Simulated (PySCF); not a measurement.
Q: Give a PBE0-D3(BJ)/def2-SVP geometry of InChI=1S/H9O3Si4/c4-1-7(2-5)3-6/h7H,4H2,5-6H3. (Doublet state.)

A: 
```xyz
16
H9O3Si4 angstrom
Si    -0.0862    2.7053    0.1554
O      0.4292    1.6428   -1.0163
Si     0.2177    0.1232   -1.6221
O      1.2826   -0.8922   -0.8952
Si     2.1140   -1.2630    0.4930
O     -1.3200   -0.3729   -1.3290
Si    -2.4682   -0.8295   -0.2222
H      0.9234    3.8050    0.2572
H     -0.2133    1.9899    1.4713
H      0.4584    0.1309   -3.0731
H      3.3795   -1.9540    0.1198
H      1.2862   -2.1628    1.3492
H      2.4262   -0.0162    1.2549
H     -1.8988   -1.8288    0.7306
H     -3.6200   -1.4277   -0.9516
H     -2.9258    0.3679    0.5457
```

Any rigid rotation of these coordinates is as good. Atoms count from 1 in this order. Si3 (silicon bonded to 3 O and H) is tetrahedral (angles from 108.9° to 110.0°). Si1 (silicon bonded to O and 2 H) is pyramidal (angles 110.3°, 109.8° and 108.0°, sum 328.1°, 0.52 Å off the plane of its three neighbours). Si5 (silicon bonded to O and 3 H) is tetrahedral (angles from 108.6° to 110.2°). Of the pairs four or more bonds apart, Si1···Si7 is among the closest relative to their van der Waals radii: 4.28 Å, 102 % of the sum of Bondi's values.

Bonds between heavy atoms (Å): Si1–O2 1.663, O2–Si3 1.650, Si3–O4 1.641, O4–Si5 1.660, Si3–O6 1.642, O6–Si7 1.659.

The calculation used PySCF, PBE0-D3(BJ)/def2-SVP geometry optimisation, gas phase.

Point group: C1 (no symmetry element, even within 0.4 Å). Stationary, but not proved a minimum. ⟨S²⟩ = 0.751 (exact for a doublet: 0.75). Torsions: H–Si1–O2–Si3 164° and 44°, Si1–O2–Si3–O4 -92°, O2–Si3–O4–Si5 34°, O2–Si3–O6–Si7 -68°.

One conformer stands for the species.
